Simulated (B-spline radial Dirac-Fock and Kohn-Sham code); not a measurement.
## Photoabsorption cross section of Cl⁵⁺ by shell

System: chlorine as Cl⁵⁺, configuration 1s2 2s2 2p6 3s2.

Method: the independent-particle Dirac-Slater model, thresholds from Dirac-Fock. Computed with a radial B-spline solver.

Computed thresholds (eV): K 2927.6, L1 370.9, L2 300.1, L3 298.4, M1 94.96.

```tsv
photon energy (eV)	total (b)	K (%)	L (%)	M (%)
323	2.168e+06	–	96.9	3.1
484	1.027e+06	–	96.8	3.2
544	775900	–	96.6	3.4
553	745400	–	96.6	3.4
582	657700	–	96.5	3.5
853	253800	–	95.7	4.3
1020	160300	–	95.2	4.8
1030	156300	–	95.2	4.8
1170	112000	–	94.8	5.2
4030	41610	90.6	8.6	0.8
5940	14640	91.1	8.1	0.9
6950	9471	91.2	7.9	0.9
7270	8349	91.2	7.9	0.9
7380	8004	91.2	7.9	0.9
9140	4362	91.3	7.8	0.9
10000	3368	91.4	7.7	0.9
30100	124.6	91.5	7.5	1.0
71700	8.229	91.5	7.5	1.1
85100	4.777	91.5	7.5	1.1
106000	2.377	91.5	7.5	1.1
```

Q: With what power of the photon energy does the total fall between 85100 and 106000 eV?

A: As E^-3.18. The non-relativistic Born limit for an s electron far above threshold is E^-3.5; near threshold and at relativistic energies the fall is slower.

Run: 1.2 s of CPU time on 1 thread of Intel(R) Xeon(R) 6975P-C (shared host), peak memory 0.30 GiB.
